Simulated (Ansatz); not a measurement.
Mulliken charges of C3H4Se, SMILES `C=C=C[SeH]` from PBE/def2-TZVPP in Ansatz (PBE0-D4/def2-TZVP geometry).

```
atom   x (Å)   y (Å)   z (Å)  charge (e)
  C1  -0.530   1.663  -0.353      -0.192
  C2  -0.049   0.524   0.046       0.017
  C3   0.439  -0.615   0.431      -0.212
 Se4   0.624  -2.086  -0.774       0.001
  H5  -1.582   1.903  -0.229       0.113
  H6   0.104   2.411  -0.821       0.114
  H7   0.842  -0.753   1.428       0.115
  H8   0.244  -3.103   0.217       0.044
```

Problem. By hand: the dipole of these point charges (1 e Å = 4.8032 D).

Solution. Σ q r = (-0.051, 0.085, 0.031) e Å, of length 0.104 e Å = 0.50 D.

Problem. How does the dipole of the full density compare? (An estimate is asked.)

Solution. The calculation gave: (-0.052, 0.086, 0.155) e Å, 0.89 D; the point charges give 0.56 times that, at 40° from its direction.

Point charges leave out the atoms' own dipoles, such as those of lone pairs, and Mulliken's split depends on the basis, so the two needn't agree.
